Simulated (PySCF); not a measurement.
Compound: C8H8N2.
Geometry (PBE0-D3(BJ)/def2-SVP, Å), atoms numbered from 1 in this order:
```
atom  x, y, z in Å
C1     3.061    0.631   -0.628
C2     2.340   -0.257    0.059
C3     1.543    0.062    1.289
C4     0.071   -0.084    1.063
C5    -0.929   -0.626    1.858
C6    -2.153   -0.474    1.172
C7    -1.869    0.157   -0.033
C8    -2.723    0.532   -1.096
N9    -3.412    0.846   -1.977
N10   -0.514    0.383   -0.072
H11    3.140    1.674   -0.304
H12    3.612    0.346   -1.528
H13    2.280   -1.294   -0.295
H14    1.825   -0.609    2.115
H15    1.775    1.089    1.624
H16   -0.780   -1.080    2.835
H17   -3.143   -0.785    1.499
H18   -0.010    0.798   -0.846
```

Method used: TDDFT PBE0/def2-SVPD, vertical, gas phase, core orbitals frozen in the response (PySCF 2.14.0, density-fitted response routines).

Ground-to-excited transition dipoles (e·a0, same axes as the geometry; the sign carries no meaning), for the states with f of 0.002 or more among the lowest 6:

```
state  E (eV)      μx      μy      μz
   S1   5.280  -1.215   0.081  -0.441
   S2   5.408   0.880  -0.267   0.874
   S3   5.588  -0.137   0.013  -0.122
   S4   6.112  -0.020  -0.113   0.298
   S5   6.181   0.011   0.023  -0.126
   S6   6.567  -0.300   0.016  -0.181
```

Task: Work out the oscillator strengths.

Result: f = (2/3) ΔE |μ|² with ΔE in hartree (27.2114 eV).

```tsv
state	|μ|² (au)	|μ| (D)	f
S1	1.678	3.29	0.217
S2	1.610	3.23	0.213
S3	0.034	0.47	0.005
S4	0.102	0.81	0.015
S5	0.016	0.33	0.002
S6	0.123	0.89	0.020
```

Task: What angle do the transition dipoles of S1 and S4 make?

Result: |cos θ| = |μa·μb| / (|μa| |μb|) = 0.28, so θ ≈ 74° (taken between 0 and 90°, since the signs are arbitrary).

Time: 47 s wall; peak memory 1.2 GiB. Hardware: one thread, AMD EPYC 9R14 (x86_64), shared host.

One conformer stands for the species.
